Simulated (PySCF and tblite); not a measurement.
The numbers below are computed, except where a source is named.
C₆H₉NO, numbered as in [N:1]#[C:2][C@@H:3]1[CH2:4][CH2:5][CH2:6][O:7][CH2:8]1.

The ensemble was built from 90 distance-geometry starts (ETKDG and KDG, MMFF94s, GFN2-xTB) and rests on PBE0-D3(BJ)/def2-SVP geometries. Energies: PBE0-D3(BJ)/def2-TZVP, with GFN2-xTB thermal terms (modes under about 100 cm⁻¹ blended into free rotors). Symmetry numbers and mirror images are counted. Conformers within 4 kcal/mol (GFN2-xTB free energy) were kept, 7 at most. Of two unlike H on one atom, a is the less shielded (PBE0/pcSseg-1). Run with PySCF (density fitting) and tblite.

An NOE distance is ⟨r⁻⁶⟩^(−1/6) over all pairs of like atoms and, for the average, over conformers.

The 6-ring runs over atoms 3–4–5–6–7–8.

```csv
conformer,shape,weight %
1,6-ring chair (all substituents equatorial),80.0
2,6-ring chair (C2 axial),20.0
3,"6-ring twist-boat (ring torsions -62, 23, 43, -71, 27, 36°)",0.0
```

Task: Which H–H contacts under 3.5 Å would NOEs report (pairs on one atom left out) at 298.15 K?

Result: 
| pair | in 1 (Å) | in 2 (Å) | in 3 (Å) | average (Å) |
| --- | --- | --- | --- | --- |
| H3 ··· H8a | 2.46 | 2.42 | 2.36 | 2.45 |
| H5b ··· H6a | 2.46 | 2.47 | 2.36 | 2.46 |
| H3 ··· H4a | 2.49 | 2.42 | 2.34 | 2.47 |
| H5a ··· H6b | 2.48 | 2.46 | 2.37 | 2.47 |
| H4a ··· H5b | 2.48 | 2.48 | 2.55 | 2.48 |
| H4b ··· H5a | 2.47 | 2.49 | 2.53 | 2.48 |
| H6b ··· H8b | 2.41 | 4.03 | 2.56 | 2.49 |
| H5a ··· H6a | 2.54 | 3.07 | 3.04 | 2.60 |
| H4a ··· H5a | 2.56 | 3.08 | 3.07 | 2.62 |
| H3 ··· H5b | 2.63 | 4.31 | 4.29 | 2.73 |
| H4b ··· H8b | 2.64 | 4.33 | 3.89 | 2.73 |
| H4b ··· H6b | 2.66 | 4.32 | 4.28 | 2.75 |
| H3 ··· H8b | 3.06 | 2.54 | 3.04 | 2.89 |
| H5b ··· H6b | 3.07 | 2.54 | 2.74 | 2.89 |
| H3 ··· H4b | 3.07 | 2.56 | 2.65 | 2.90 |
| H4b ··· H5b | 3.08 | 2.55 | 2.50 | 2.90 |
| H6a ··· H8a | 4.03 | 2.42 | 4.02 | 3.07 |
| H4a ··· H8a | 4.33 | 2.58 | 3.65 | 3.28 |
| H4a ··· H6a | 4.32 | 2.64 | 2.88 | 3.35 |

Longer pairs under the limit may be missing.

Task: Which contact betrays a minor conformer?

Result: H4a ··· H8a: 4.33 Å in the leading conformer but 3.28 Å on average, because conformer 2 (20.0 %) brings it to 2.58 Å and r⁻⁶ weighs short distances heavily.

Task: In a model where alignment follows shape alone (order matrix 0.002 × (3G/tr G − 1)/2, G the second moments of the atom positions; splitting J + 2D), what are the one-bond C–H dipolar couplings D?

Result: H3 11.3 Hz (14.2 in conformer 1), H4a 2.6 Hz (1.6 in conformer 1), H4b 11.2 Hz (14.0 in conformer 1), H5a -1.0 Hz (-2.8 in conformer 1), H5b 10.0 Hz (13.6 in conformer 1), H6a -8.3 Hz (-11.6 in conformer 1), H6b 11.0 Hz (13.8 in conformer 1), H8b 10.2 Hz (13.7 in conformer 1), H8a 0.0 Hz (-1.5 in conformer 1).
